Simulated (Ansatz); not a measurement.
Program: Ansatz. Geometries: PBE0-D4/def2-TZVP. ΔE: electronic, gas phase. CCSD(T)/CBS is the MP2 limit (def2-TZVPP, def2-QZVPP) plus CCSD(T) − MP2 in def2-TZVPP, frozen cores. This one scheme is used for every species. Functionals use def2-TZVPP.

`BC#C[O][AlH2]` + H₂ → `BC#C` + `[OH][AlH2]`  (hydrogenolysis of a C–O bond)

`BC#C[O][AlH2]`:

Cartesian coordinates in Å:
```
B -1.462 -2.192 0.209
C -0.470 -1.126 -0.081
C 0.343 -0.252 -0.317
O 1.209 0.643 -0.581
Al 1.327 2.302 -0.079
H -2.385 -1.979 0.942
H -1.351 -3.275 -0.289
H 2.595 3.020 -0.661
H 0.194 2.859 0.856
```

H₂:

Cartesian coordinates in Å:
```
H -0.291 -0.052 -0.228
H 0.291 0.052 0.228
```

`BC#C`:

```xyz
6

B    -0.111   -1.033   -0.453
C     0.036    0.335    0.147
C     0.154    1.437    0.631
H    -1.166   -1.588   -0.415
H     0.829   -1.560   -0.966
H     0.258    2.409    1.057
```

`[OH][AlH2]`:

```xyz
5

O     0.871   -0.445    0.724
Al   -0.261    0.366   -0.244
H     0.879   -1.393    0.843
H    -1.377   -0.462   -1.007
H    -0.112    1.934   -0.316
```

```csv
level,ΔE (kcal/mol)
r2SCANh,-17.0
BHLYP,-20.3
CCSD/def2-TZVPP,-22.1
MP2/CBS(def2),-21.0
```

What does CCSD(T)/CBS give? (Best estimate.)

Computed: -21.6 kcal/mol. The listed levels differ from it by 4.6, 1.3, -0.5, 0.6 kcal/mol.

Largest T1 diagnostic among the species: 0.015.

The D4 term adds +1.5 kcal/mol with B3LYP and +0.9 kcal/mol with PBE0; it sums over pairs of atoms, weighted by their polarisabilities, and B3LYP, whose exchange is more repulsive, gets the larger term. At CCSD(T), def2-SVP lies +4.6 kcal/mol from the extrapolated value and def2-TZVPP +0.6 kcal/mol. From r2SCAN to r2SCAN0 (25 % exact exchange), in def2-TZVPP and without D4, ΔE moves by −1.2 kcal/mol.

B3LYP here is the variant with VWN-RPA as its local correlation; programs differ in this.
